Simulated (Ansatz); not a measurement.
A first, cheap relaxation of C₂H₄FI, SMILES `CC(F)I`.

```yaml
crystal:
  periodic: [false, false, false]
  atoms:
    - {symbol: C, position_ang: [0.302300, 0.719400, 0.054600]}
    - {symbol: C, position_ang: [-0.118500, -0.708200, 0.092000]}
    - {symbol: F, position_ang: [0.751100, -1.392900, -0.678300]}
    - {symbol: I, position_ang: [-1.965700, -1.048000, -0.700600]}
    - {symbol: H, position_ang: [0.253900, 1.132800, -1.004000]}
    - {symbol: H, position_ang: [-0.431900, 1.391700, 0.636600]}
    - {symbol: H, position_ang: [1.295400, 0.910000, 0.432600]}
    - {symbol: H, position_ang: [0.005500, -1.062000, 1.111200]}
basis:
  gaussian: {orbitals: def2-SVP}
hamiltonian: {xc: pbe, dispersion: d4}
relax: {f_tol: 0.03, max_steps: 200}
```

```sh
$ ansatz run in.yaml --threads 2 --pin off --events-out ev --progress --plain
```

Output, abridged:

```
Functional definition: PBE
  name "PBE"
  cite "Perdew, Burke & Ernzerhof, Phys. Rev. Lett. 77, 3865 (1996) doi:10.1103/PhysRevLett.77.3865"
  parent pbe
  parameter kappa = 0.804
  parameter beta = 0.06672455060314922
  exchange = pbe_x(kappa = kappa, mu = beta*pi^2/3)
  correlation = pbe_c(beta = beta)
mean field -12946.87246499 eV, -475.7887873829 hartree, gradient 1.5e-5 eV, S^2 0.000000; 0 other end points of the search recorded, 0 dependent functions left out
the calculation of the forces begins
relax step   1: F+E_penalty+E_count = -12947.02931001 eV  Δ(F+E_penalty+E_count) = +0.000e0 eV  max|allowed force component| = 2.545e0 eV/Å  Δτ_max = 0.0000 Å  (26 SCF iters, accepted)
these checks for a lower state are left out or cut short: starts, cluster_reference, orbital_swaps, neighbouring_geometries, increment
mean field -12947.26437584 eV, -475.8031898410 hartree, gradient 1.9e-5 eV, S^2 0.000000; 0 other end points of the search recorded, 0 dependent functions left out
the calculation of the forces begins
relax step   2: F+E_penalty+E_count = -12947.41655261 eV  Δ(F+E_penalty+E_count) = -3.872e-1 eV  max|allowed force component| = 8.102e-1 eV/Å  Δτ_max = 0.1404 Å  (35 SCF iters, accepted)
these checks for a lower state are left out or cut short: starts, cluster_reference, orbital_swaps, neighbouring_geometries, increment
mean field -12947.29865920 eV, -475.8044497314 hartree, gradient 2.7e-5 eV, S^2 0.000000; 0 other end points of the search recorded, 0 dependent functions left out
the calculation of the forces begins
relax step   3: F+E_penalty+E_count = -12947.45086683 eV  Δ(F+E_penalty+E_count) = -3.431e-2 eV  max|allowed force component| = 2.914e-1 eV/Å  Δτ_max = 0.0444 Å  (29 SCF iters, accepted)
these checks for a lower state are left out or cut short: starts, cluster_reference, orbital_swaps, neighbouring_geometries, increment
mean field -12947.30336592 eV, -475.8046227001 hartree, gradient 2.1e-5 eV, S^2 0.000000; 0 other end points of the search recorded, 0 dependent functions left out
the calculation of the forces begins
relax step   4: F+E_penalty+E_count = -12947.45543148 eV  Δ(F+E_penalty+E_count) = -4.565e-3 eV  max|allowed force component| = 1.988e-1 eV/Å  Δτ_max = 0.0190 Å  (30 SCF iters, accepted)
these checks for a lower state are left out or cut short: starts, cluster_reference, orbital_swaps, neighbouring_geometries, increment
mean field -12947.30303388 eV, -475.8046104979 hartree, gradient 2.0e-5 eV, S^2 0.000000; 0 other end points of the search recorded, 0 dependent functions left out
the calculation of the forces begins
relax step   5: F+E_penalty+E_count = -12947.45550922 eV  Δ(F+E_penalty+E_count) = -7.774e-5 eV  max|allowed force component| = 1.297e-1 eV/Å  Δτ_max = 0.0185 Å  (29 SCF iters, accepted)
these checks for a lower state are left out or cut short: starts, cluster_reference, orbital_swaps, neighbouring_geometries, increment
mean field -12947.30470255 eV, -475.8046718205 hartree, gradient 2.0e-5 eV, S^2 0.000000; 0 other end points of the search recorded, 0 dependent functions left out
the calculation of the forces begins
relax step   6: F+E_penalty+E_count = -12947.45685868 eV  Δ(F+E_penalty+E_count) = -1.349e-3 eV  max|allowed force component| = 8.322e-2 eV/Å  Δτ_max = 0.0143 Å  (30 SCF iters, accepted)
these checks for a lower state are left out or cut short: starts, cluster_reference, orbital_swaps, neighbouring_geometries, increment
mean field -12947.30495000 eV, -475.8046809139 hartree, gradient 2.0e-5 eV, S^2 0.000000; 0 other end points of the search recorded, 0 dependent functions left out
the calculation of the forces begins
relax step   7: F+E_penalty+E_count = -12947.45706735 eV  Δ(F+E_penalty+E_count) = -2.087e-4 eV  max|allowed force component| = 4.530e-3 eV/Å  Δτ_max = 0.0040 Å  (31 SCF iters, accepted)
mean field -12947.30495000 eV, -475.8046809139 hartree, gradient 2.2e-5 eV, S^2 0.000000; 1 other end points of the search recorded, 0 dependent functions left out
the calculation of the forces begins
Total energy: -12947.45709528 eV, -475.8102721498 hartree
Atom 0 at     0.292230     0.779408     0.030850 Å, force     0.000454     0.004530    -0.002588 eV/Å
Atom 1 at    -0.036707    -0.690886     0.081372 Å, force    -0.002230     0.000055    -0.002991 eV/Å
Atom 2 at     0.845916    -1.415236    -0.661219 Å, force    -0.000730    -0.002021    -0.000539 eV/Å
Atom 3 at    -2.094462    -1.069010    -0.680143 Å, force     0.003362     0.000194     0.001011 eV/Å
Atom 4 at     0.258853     1.155676    -1.009814 Å, force    -0.001281    -0.003685     0.002870 eV/Å
Atom 5 at    -0.414443     1.364917     0.648080 Å, force    -0.000405    -0.001261     0.001135 eV/Å
Atom 6 at     1.319937     0.925119     0.426605 Å, force     0.001814     0.001048     0.001271 eV/Å
Atom 7 at    -0.079223    -1.107188     1.108368 Å, force    -0.000984     0.001139    -0.000170 eV/Å
Dipole moment:     0.184746     0.289961     0.272505 e Å
```

Hardware: 2 threads of a server CPU on a shared host. Wall time 12 s, peak host memory 0.12 GiB.
